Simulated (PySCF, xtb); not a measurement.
GaH₂, SMILES [GaH2+], charge +1.

GFN2-xTB (xtb) at its own geometry gives an orbital gap of 3.19 eV.

The structure is a stationary point at B3LYP-D3(BJ)/def2-TZVPD. The multiplicity is an assumed one; other spin states were not compared. The isomer is the one that the SMILES or the coordinates give; other isomers of the formula were not compared.

### Question
What does HF/def2-TZVPD in PySCF give? (The exact figures need the calculation; the answer reports its results.)

### Answer
gap 14.34 eV (levels -19.60 and -5.26 eV).
